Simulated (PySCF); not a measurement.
H2I2OSi, SMILES O[SiH](I)I (B3LYP/def2-SVP optimised geometry):

```
6

Si    -0.334    -1.169     0.000
O     -0.810    -1.962    -1.366
I     -1.142    -2.327     2.030
I     -1.142     1.169     0.000
H      1.142    -1.169     0.000
H     -1.754    -2.065    -1.541
```

Level of theory: B3LYP/def2-TZVP, def2 effective core potentials past Kr run with PySCF.

Q: What are the frontier orbital energies and the dipole moment?

A: HOMO-2 -7.81 eV, HOMO-1 -7.66 eV, HOMO -7.39 eV, LUMO -1.70 eV, LUMO+1 -0.40 eV; dipole moment 0.93 D.

On the same geometry PBE/def2-TZVP, def2 effective core potentials past Kr (PySCF) gives HOMO-2 -6.90 eV, HOMO-1 -6.77 eV, HOMO -6.51 eV, LUMO -2.27 eV, LUMO+1 -1.05 eV; dipole moment 0.98 D.
